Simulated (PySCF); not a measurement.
C₂H₅GeN.
Numbering: `[CH:1]#[C:2][GeH2:3][NH2:4]` (hydrogens: H5 on C1; H6, H7 on Ge3; H8, H9 on N4)

Method: PBE0-D3(BJ)/def2-SVP geometry optimisation, gas phase in PySCF.

(1) Give the optimised bond lengths and angles.

## Answers

(1) 
| bond | length (Å) | order |
| --- | --- | --- |
| C1≡C2 | 1.217 | triple |
| C2–Ge3 | 1.917 | single |
| Ge3–N4 | 1.832 | single |
| C1–H5 | 1.076 | single |
| Ge3–H6, Ge3–H7 | 1.534 | single |
| N4–H8, N4–H9 | 1.017 | single |

Bonds in one row agree within 0.01 Å and their mean is given. Orders are formal, as drawn. A selection of angles:
| angle | degrees |
| --- | --- |
| C2–C1–H5 | 179.8 |
| C1–C2–Ge3 | 178.4 |
| C2–Ge3–N4 | 113.3 |
| C2–Ge3–H6 | 107.9 |
| N4–Ge3–H6 | 107.7 |
| H6–Ge3–H7 | 112.3 |
| Ge3–N4–H8 | 113.7 |
| H8–N4–H9 | 108.0 |

Ge3 (germanium bonded to C, N and 2 H) is distorted tetrahedral (angles from 107.7° to 113.3°). N4 (nitrogen bonded to Ge and 2 H) is pyramidal (angles 113.7°, 113.7° and 108.0°, sum 335.4°, 0.35 Å off the plane of its three neighbours). The 4 heavy atoms lie in one plane (0.000 Å rms).

Point group: Cs (tolerance 0.08 Å). No frequency check. One conformer, not necessarily the lowest (C2–Ge3–N4–H -62° and 62°).
